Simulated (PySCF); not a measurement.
## Correlation energy of V²⁺ (vanadium, charge +2)

Starting occupation: [Ar] 3d2 4p1, 3d5/2 with m_j = +3/2, +5/2, 4p3/2 with m_j = +3/2. Computed with PySCF 2.14 in x2c-TZVPall-2c with one added diffuse shell each of s, p, d type (7s8p5d1f, 63 functions), with X2C-1e with screened-nucleus spin-orbit coupling, Gaussian nucleus. Frozen: [Ne]; 11 electrons correlated; the 6 highest virtual spinors left out.

MP2 pair energies summed by pair of shells (mhartree):

| pair | energy | share (%) |
| --- | --- | --- |
| 3p-3p | -115.97 | 50.4 |
| 3d-3p | -55.69 | 24.2 |
| 3p-3s | -24.10 | 10.5 |
| 3p-4p | -12.17 | 5.3 |
| 3d-3s | -8.27 | 3.6 |
| 3s-3s | -5.49 | 2.4 |
| 3d-4p | -4.28 | 1.9 |
| 3d-3d | -3.31 | 1.4 |
| 3s-4p | -0.66 | 0.3 |

Total MP2 correlation energy: -229.95 mhartree.

The GHF reference relaxed away from the jj start to a determinant that is no pure jj level (⟨S²⟩ = 3.75, ⟨J²⟩ = 35.75); the energies belong to that determinant.

This basis was not built for core-valence correlation, so the inner-shell part is incomplete.
